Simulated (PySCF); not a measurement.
# Ionisation energy of Al+ by level of theory

Al+ [Ne] 3s2 (1S) → Al(2+) [Ne] 3s1 (2S), as a difference of total energies. Calculation: PySCF 2.14, in aug-cc-pV(5+d)Z (8s7p6d4f3g2h, 136 functions); no relativity, point nucleus. Correlated levels: valence: [Ne] frozen. The calculations carry no spin-orbit coupling.

```csv
method,ionisation energy (eV)
UHF,17.521
LDA,18.894
PBE,18.755
PBE0,18.651
r2SCAN,18.378
wB97M-V,18.867
BP86,18.847
MP2 (valence),18.333
```

Question: Estimate what SCS-MP2 (valence) gives.

Answer: 18.495 eV, closest to r2SCAN among the rows shown.

Question: Estimate what B97-3 gives.

Answer: 18.857 eV, closest to wB97M-V among the rows shown.

MP2 underrates the near-degeneracy of ns² with np² in the lower species.

For comparison: 18.829 eV (measured; NIST Atomic Spectra Database, ionization energies).
